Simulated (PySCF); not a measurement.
## Potassium: a sound run and one with changed settings

Sound run: K [Ar] 4s1, K⁺ [Ar]. Calculation: PySCF 2.14, in def2-SVP; no relativity, point nucleus. The sound run starts from symmetry-adapted Hartree-Fock orbitals and uses a fine grid where one is needed.

A second run was set up differently.

```
species  method  sound run (hartree)  changed run (hartree)  converged
      K     UHF           -599.07743             -599.07743        yes
      K    TPSS           -599.84702             -600.01531        yes
      K  M06-2X           -599.82232             -599.92251        yes
     K⁺     UHF           -598.93116             -598.93116        yes
     K⁺    TPSS           -599.69114             -599.86686        yes
     K⁺  M06-2X           -599.66636             -599.77556        yes
```

Ionisation energy of K:

```csv
method,sound run (eV),changed run (eV)
UHF,3.980,3.980
TPSS,4.242,4.039
M06-2X,4.244,3.999
```

What was changed?
A. a valence shell is frozen
B. too few SCF iterations
C. radial grid too coarse
D. basis contracted for another Hamiltonian

C. It used radial step 0.8 in ln r (0.13 in the sound run). A coarse radial grid mis-integrates the density and the exchange-correlation energy, with errors of either sign; Hartree-Fock needs no grid.
